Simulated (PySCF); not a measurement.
Electron correlation in Pd(29+) (palladium, charge +29)

[Ne] 3s2 3p5, 2P determinant. All numbers are calculated (PySCF 2.14, the spin-free X2C one-electron Hamiltonian (Gaussian nucleus), in an uncontracted even-tempered set (18 s from 3.9 bohr⁻², ratio 2.5; 12 p from 5 bohr⁻², ratio 2.5; 5 d from 24 bohr⁻², ratio 2.7; 4 f from 36 bohr⁻², ratio 2.7)). Frozen: 1s2; 15 electrons correlated; the 21 highest virtual orbitals of each spin left out.

```tsv
level	correlation energy (mhartree)
CCSD	-610.60
(T)	-1.60
CCSD(T)	-612.20
```

Diagnostics: T1 = 0.00080, D1 = 0.0036, largest double amplitude 0.025.

Question: Is a single reference adequate?

Answer: Yes, within this model without spin-orbit coupling: T1 lies below 0.03 and no double amplitude reaches 0.07.

At this charge the one-electron X2C treatment keeps the bare 1/r₁₂, with no two-electron picture change or Breit term. The effect here is smaller than on the frozen 1s shell; and a scalar Hamiltonian misses the large spin-orbit splitting of the p shells, which matters for ns² → np² pairs.
